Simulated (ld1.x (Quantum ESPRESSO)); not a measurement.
Li (Z = 3), TM: configuration errors across variants

```json
{"Element": "lithium (Li)", "Generator": "ld1.x (Quantum ESPRESSO) 7.5", "Type": "norm-conserving Troullier–Martins (Kleinman–Bylander form)", "Functional": "LDA (PZ)", "Relativity": "scalar-relativistic", "Frozen core": "[He]", "Valence charge": "1", "Reference configuration": "2s0.5 2p0.5", "Partial waves": "2s (bound): rc 2.55 bohr; 2p (bound): rc 4.20 bohr", "Local potential": "the p channel", "Core correction": "none"}
```

All-electron excitation energies from the reference (eV): (1) 2s1 2p0 -0.875; (2) 2s0.5 2p0 1.170; (3) 2s0 2p1 0.879; (4) 2s0.5 2p0.5 spin -0.198; (5) 2s1 2p0 spin -1.108.

Spin tests fill each open shell by Hund’s rule, majority spin first.

Errors AE − PS in meV (a dash: test not solved or not reliable):

| change | (1) | (2) | (3) | (4) | (5) | bound ghosts |
| --- | --- | --- | --- | --- | --- | --- |
| base | -0.1 | +4.0 | -0.3 | +19 | +20 | none |
| core correction a·sin(br)/r model core inside 0.96 bohr | -1.1 | +2.0 | -1.5 | +2.3 | -0.8 | none |
| core correction a·sin(br)/r model core inside 1.22 bohr | -1.1 | +2.0 | -1.5 | +2.3 | -0.7 | none |
| core correction a·sin(br)/r model core inside 1.60 bohr | -1.0 | +2.1 | -1.4 | +3.2 | +0.5 | none |
| core correction a·sin(br)/r model core inside 1.76 bohr | -1.0 | +2.2 | -1.3 | +4.2 | +1.9 | none |
| core correction a·sin(br)/r model core inside 1.96 bohr | -0.8 | +2.5 | -1.2 | +6.1 | +4.4 | none |
| core correction a·sin(br)/r model core inside 2.36 bohr | -0.5 | +3.2 | -0.8 | +12 | +11 | none |
| core correction a·sin(br)/r model core inside 2.52 bohr | -0.4 | +3.5 | -0.6 | +13 | +14 | none |
| core correction a·sin(br)/r model core inside 2.86 bohr | -0.2 | +3.8 | -0.4 | +16 | +17 | none |

Give the same row for: core correction a·sin(br)/r model core inside 3.02 bohr.

-0.2, +3.9, -0.3, +17, +18; bound ghosts: none.
